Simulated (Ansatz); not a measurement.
`[OH][Zr]([F])([F])[SeH]`, charge 0, multiplicity 1.

Task: Give a relaxed structure at PBE0-D4/def2-TZVP (Ansatz 0.2.0). (An estimate is asked.)

Result: Computed: 
Cartesian coordinates in Å:
```
O -1.030 -1.237 0.924
Zr -0.153 -0.133 -0.337
F 0.877 -1.145 -1.571
F -1.382 0.908 -1.345
Se 1.387 1.410 1.062
H -1.535 -1.845 1.458
H 1.837 2.042 -0.191
```
Point group Cs.
